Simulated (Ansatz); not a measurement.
Input and output for `O=P(O)(O)CCCCCCCCCCCOc1ccccc1`.

```yaml
crystal:
  periodic: [false, false, false]
  atoms:
    - {symbol: O, position_ang: [-5.010623, 2.895363, -0.423187]}
    - {symbol: P, position_ang: [-6.056090, 1.855873, -0.195500]}
    - {symbol: O, position_ang: [-6.027801, 1.232431, 1.312933]}
    - {symbol: O, position_ang: [-7.575600, 2.408344, -0.395846]}
    - {symbol: C, position_ang: [-6.091766, 0.356489, -1.191726]}
    - {symbol: C, position_ang: [-4.829000, -0.501331, -1.068076]}
    - {symbol: C, position_ang: [-3.591301, 0.137022, -1.701124]}
    - {symbol: C, position_ang: [-2.332865, -0.724943, -1.602242]}
    - {symbol: C, position_ang: [-1.825027, -0.940860, -0.177014]}
    - {symbol: C, position_ang: [-0.508668, -1.713934, -0.124901]}
    - {symbol: C, position_ang: [-0.027583, -2.048505, 1.289301]}
    - {symbol: C, position_ang: [0.195756, -0.843080, 2.208694]}
    - {symbol: C, position_ang: [1.183489, 0.224752, 1.724141]}
    - {symbol: C, position_ang: [2.644424, -0.225761, 1.576904]}
    - {symbol: C, position_ang: [2.993127, -0.846963, 0.227974]}
    - {symbol: O, position_ang: [4.373636, -1.172188, 0.134420]}
    - {symbol: C, position_ang: [5.280597, -0.196441, -0.126274]}
    - {symbol: C, position_ang: [4.963816, 1.142463, -0.411519]}
    - {symbol: C, position_ang: [5.992305, 2.051556, -0.687029]}
    - {symbol: C, position_ang: [7.329312, 1.651587, -0.680841]}
    - {symbol: C, position_ang: [7.637796, 0.315305, -0.393772]}
    - {symbol: C, position_ang: [6.627198, -0.601756, -0.117585]}
    - {symbol: H, position_ang: [-5.509061, 1.813053, 1.890969]}
    - {symbol: H, position_ang: [-7.567463, 3.378004, -0.398718]}
    - {symbol: H, position_ang: [-6.266280, 0.674294, -2.234427]}
    - {symbol: H, position_ang: [-6.990637, -0.197196, -0.870777]}
    - {symbol: H, position_ang: [-5.021759, -1.479127, -1.545412]}
    - {symbol: H, position_ang: [-4.652727, -0.710808, 0.000977]}
    - {symbol: H, position_ang: [-3.407803, 1.123000, -1.237849]}
    - {symbol: H, position_ang: [-3.807866, 0.343203, -2.765469]}
    - {symbol: H, position_ang: [-1.529375, -0.249888, -2.194364]}
    - {symbol: H, position_ang: [-2.515454, -1.707875, -2.078453]}
    - {symbol: H, position_ang: [-2.581544, -1.482909, 0.420905]}
    - {symbol: H, position_ang: [-1.706186, 0.045755, 0.308974]}
    - {symbol: H, position_ang: [0.265109, -1.140376, -0.668705]}
    - {symbol: H, position_ang: [-0.624542, -2.656350, -0.691147]}
    - {symbol: H, position_ang: [0.898221, -2.648436, 1.228876]}
    - {symbol: H, position_ang: [-0.771286, -2.712094, 1.767829]}
    - {symbol: H, position_ang: [0.537476, -1.212476, 3.192837]}
    - {symbol: H, position_ang: [-0.775117, -0.352081, 2.400239]}
    - {symbol: H, position_ang: [0.833664, 0.666028, 0.771102]}
    - {symbol: H, position_ang: [1.152028, 1.053294, 2.451623]}
    - {symbol: H, position_ang: [3.308804, 0.642206, 1.725754]}
    - {symbol: H, position_ang: [2.906322, -0.946254, 2.372847]}
    - {symbol: H, position_ang: [2.694201, -0.181089, -0.604099]}
    - {symbol: H, position_ang: [2.472543, -1.803523, 0.077850]}
    - {symbol: H, position_ang: [3.928630, 1.488945, -0.419127]}
    - {symbol: H, position_ang: [5.733321, 3.091864, -0.906907]}
    - {symbol: H, position_ang: [8.124066, 2.371168, -0.894578]}
    - {symbol: H, position_ang: [8.680338, -0.016905, -0.384430]}
    - {symbol: H, position_ang: [6.847286, -1.648868, 0.105939]}
basis:
  gaussian: {orbitals: STO-3G}
hamiltonian: {xc: {name: B2GP-PLYP}, pseudopotentials: {relativity: scalar}}
output: {forces: true}
```

```sh
$ ansatz run in.yaml --threads 2 --pin off --events-out ev --progress --plain --max-ram 20480MiB --backend cuda --devices 0, --max-vram 18GiB
```

Shortened log:

```
Functional definition: B2GP-PLYP
2050 factors; integrals over basis functions are off by at most 4.8e-5 eV
mean field evaluation 1: about -35086.3784 eV, gradient 4.8e1 eV
mean field evaluation 2: about -35087.0400 eV, gradient 4.8e1 eV
mean field evaluation 4: about -35095.3629 eV, gradient 9.8e0 eV
mean field evaluation 8: about -35095.6645 eV, gradient 1.6e-1 eV
mean field evaluation 16: about -35095.6647 eV, gradient 3.1e-5 eV
mean field -35095.66471052 eV, -1289.7418894156 hartree, gradient 2.9e-6 eV, S^2 0.000000; 0 other end points of the search recorded, 0 dependent functions left out
26 core orbitals not correlated: weight in the atoms' cores, before any rotation towards them, 1.000 or more for the frozen orbitals, at most 0.000 for the correlated occupied ones
reference -35095.66494520 eV, -1289.7418980399 hartree; 63, 63 occupied and 54, 54 virtual orbitals, 2050 factors
second order -36.22548798 eV of doubles, -0.00000000 eV of singles
Total energy: -35108.70612087 eV, -1290.2211524062 hartree
Relativity: scalar
Atom 0 force     2.620373     2.597498    -0.535756 eV/Å
Atom 1 force     1.282991     0.189266    -0.720946 eV/Å
Atom 2 force    -1.621852    -3.104793     1.381657 eV/Å
Atom 3 force    -3.347803    -1.851287    -0.369816 eV/Å
Atom 4 force    -1.467620    -0.811671    -0.989775 eV/Å
Atom 5 force    -0.321104    -1.169507     0.535442 eV/Å
Atom 6 force    -0.130608     1.228826    -0.579527 eV/Å
Atom 7 force     0.715207    -0.703340    -1.153077 eV/Å
Atom 8 force    -0.815022     0.532327     1.332147 eV/Å
Atom 9 force     0.771905    -0.294011    -1.314554 eV/Å
Atom 10 force     0.148641    -1.208662     0.435584 eV/Å
Atom 11 force    -0.542432     0.085095     1.126020 eV/Å
Atom 12 force    -0.381985     1.227377    -0.411933 eV/Å
Atom 13 force     0.659160     0.207714     1.317433 eV/Å
Atom 14 force    -0.781610     0.411958    -1.257517 eV/Å
Atom 15 force     0.487905    -3.001764     0.452082 eV/Å
Atom 16 force     0.064801     1.509923    -0.238395 eV/Å
Atom 17 force    -0.175107     0.658792    -0.133536 eV/Å
Atom 18 force    -0.208975     0.397733    -0.078257 eV/Å
Atom 19 force     0.267689     0.265710    -0.076888 eV/Å
Atom 20 force     0.420332    -0.226838     0.022546 eV/Å
Atom 21 force     0.568114    -0.475655     0.047831 eV/Å
Atom 22 force     1.234399     1.658476     1.055706 eV/Å
Atom 23 force     0.423093     2.268163     0.107600 eV/Å
Atom 24 force     0.107880    -0.248114     0.131038 eV/Å
Atom 25 force     0.236359    -0.189228    -0.166737 eV/Å
Atom 26 force     0.064745     0.109479     0.010340 eV/Å
Atom 27 force     0.039602     0.051641    -0.070237 eV/Å
Atom 28 force    -0.023901    -0.051100     0.059631 eV/Å
Atom 29 force     0.057063    -0.116128     0.116763 eV/Å
Atom 30 force    -0.117683     0.015534     0.089231 eV/Å
Atom 31 force    -0.040148     0.174125     0.117506 eV/Å
Atom 32 force     0.107177     0.055231    -0.177822 eV/Å
Atom 33 force     0.062881    -0.179258    -0.106748 eV/Å
Atom 34 force    -0.130200    -0.060203     0.181394 eV/Å
Atom 35 force    -0.038733     0.070094     0.145559 eV/Å
Atom 36 force    -0.089861     0.157289    -0.053984 eV/Å
Atom 37 force     0.029404     0.152964    -0.043486 eV/Å
Atom 38 force     0.012656    -0.011744    -0.145595 eV/Å
Atom 39 force     0.123558    -0.030798    -0.100876 eV/Å
Atom 40 force     0.078828    -0.178502     0.131552 eV/Å
Atom 41 force     0.039441    -0.096361     0.039652 eV/Å
Atom 42 force    -0.118392    -0.016996    -0.033342 eV/Å
Atom 43 force    -0.105614     0.079341    -0.095346 eV/Å
Atom 44 force    -0.216703     0.121338    -0.009442 eV/Å
Atom 45 force    -0.139054    -0.213939     0.048217 eV/Å
Atom 46 force     0.006423    -0.019137    -0.005322 eV/Å
Atom 47 force    -0.001063     0.078355    -0.019174 eV/Å
Atom 48 force     0.036520     0.022104    -0.010054 eV/Å
Atom 49 force     0.074751    -0.015395     0.000795 eV/Å
Atom 50 force     0.073571    -0.051923     0.012417 eV/Å
Dipole moment:    -0.384625     0.013436     0.090774 e Å
```

Hardware: 2 threads of AMD EPYC 7R13 on a shared host and a share (18 GiB) of an NVIDIA H100 80GB HBM3. Wall time 12 s.

Correlated methods freeze 26 core orbitals.
